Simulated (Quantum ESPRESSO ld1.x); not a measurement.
Q: All-electron atom: Pr3+ in [Xe] 4f2. All-electron calculation, scalar-relativistic Kohn-Sham, relativistic LDA (MacDonald-Vosko exchange, VWN5 correlation), spin-unpolarised, spherical densities, point nucleus. Program: ld1.x of Quantum ESPRESSO 7.5. Some entries of the table are withheld. Estimate them.

| orbital | occ. | eigenvalue (hartree) | <1/r> (bohr^-1) | r(max) (bohr) |
|---|---|---|---|---|
| 1s | 2 | (1) | 64.43 | 0.01548 |
| 2s | 2 | -247.164 | 14.88 | 0.08757 |
| 2p | 6 | -221.627 | (2) | 0.07043 |
| 3s | 2 | -54.2457 | 5.413 | 0.2499 |
| 3p | 6 | -46.1270 | 5.125 | 0.2444 |
| 3d | 10 | -34.6547 | 4.868 | 0.2006 |
| 4s | 2 | -11.6679 | 2.270 | 0.5796 |
| 4p | 6 | -9.00111 | 2.094 | 0.6045 |
| 4d | 10 | -5.17075 | 1.831 | 0.6344 |
| 5s | 2 | (3) | 0.9040 | 1.333 |
| 5p | 6 | (4) | 0.7795 | (5) |
| 4f | 2 | -1.11283 | 1.292 | 0.6759 |

A: 
(1) 1s eigenvalue (hartree): -1528.43
(2) 2p <1/r> (bohr^-1): 14.07
(3) 5s eigenvalue (hartree): -2.41385
(4) 5p eigenvalue (hartree): -1.73321
(5) 5p r(max) (bohr): 1.496
